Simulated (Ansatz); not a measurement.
`OP(O)[SeH]` + `COC=N` → `N=COC[SeH]` + `OPO`  (formal exchange of groups at the Se–P bond)

Program: Ansatz. Geometries: PBE0-D4/def2-TZVP. ΔE: electronic, gas phase. CBS: MP2 limit from def2 TZ/QZ plus the TZ coupled-cluster correction, frozen cores. Functionals use def2-TZVPP. For Se outer-core shells are correlated without core-valence functions, which leaves a few kJ/mol of doubt a bond. Scalar relativity is left out up to krypton. One conformer a species, not always the lowest.

| level | ΔE (kcal/mol) |
| --- | --- |
| r2SCAN-D4 | 24.9 |
| PBE0-D4 | 23.5 |
| ωB97X-V | 21.0 |
| ωB97M-V | 22.1 |
| PBE0 | 23.2 |
| MP2/def2-TZVPP | 20.7 |
| CCSD/def2-TZVPP | 19.4 |
| CCSD(T)/def2-TZVPP | 19.7 |

Problem. What does CCSD(T)/CBS give? (Estimate.)

Solution. The calculation gave: +21.7 kcal/mol. The listed levels differ from it by 3.2, 1.8, -0.7, 0.4, 1.5, -1.0, -2.3, -2.0 kcal/mol.

Largest T1 diagnostic among the species: 0.014.
